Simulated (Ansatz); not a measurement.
`[OH][Al]([F])[TeH]` + HCl → `[OH][Al]([F])[Cl]` + H₂Te at 400 K and 1 bar (ligand exchange at the Al–Te bond).

Gas-phase electronic energies from Ansatz, PBE0-D4/def2-TZVP geometries. CCSD(T)/CBS adds triple-zeta CCSD(T) − MP2 to the extrapolated MP2 energy (def2 sets, frozen cores). This one scheme is used for every species. def2 core potentials past Kr. For Te outer-core shells are correlated without core-valence functions, which leaves a few kJ/mol of doubt a bond. One conformer a species, not always the lowest.

| species | CCSD(T)/CBS energy (Eh) | H − E (kJ/mol) | S (J/(mol·K)) |
| --- | --- | --- | --- |
| `[OH][Al]([F])[TeH]` | -686.08822 | 91.2 | 376.3 |
| HCl | -460.38127 | 29.6 | 195.4 |
| `[OH][Al]([F])[Cl]` | -877.57483 | 71.8 | 334.8 |
| H₂Te | -268.91024 | 45.0 | 239.1 |

H − E and S are ideal-gas, rigid-rotor, harmonic terms from PBE0-D4/def2-TZVP, for one conformer and one mirror image of each species. 1 Eh = 2625.50 kJ/mol, R = 8.31446 J/(mol·K).

Q: By hand: ΔE, ΔH, ΔS and ΔG.

A: ΔE = (-877.57483) + (-268.91024) − (-686.08822) − (-460.38127) = -0.01558 Eh = -40.9 kJ/mol. Δ(H − E) = 71.8 + 45.0 − 91.2 − 29.6 = -4.0, so ΔH = -44.9 kJ/mol. ΔS = 334.8 + 239.1 − 376.3 − 195.4 = 2.2 J/(mol·K). ΔG = -44.9 − 400 × (2.2)/1000 = -45.8 kJ/mol.

Q: By hand: the equilibrium constant, and the temperature at which ΔG would vanish if ΔH and ΔS stayed fixed.

A: log₁₀ K = −ΔG/(RT ln 10) = 6.0. ΔH and −TΔS have one sign here, so there is no such temperature. One of them is within its doubt of zero, so this could turn.

The number of gas molecules stays the same, so ΔS is small and ΔH decides. A doubt of 5 kJ/mol in ΔE shifts log₁₀ K by 0.7 here. Other conformers and mirror images would add mixing entropy, several J/(mol·K) or more a flexible species. These are equilibria of isolated gas molecules and say nothing of rates. Largest T1 diagnostic: 0.012 (customary marks: 0.02 for closed shells, 0.045 for open ones).
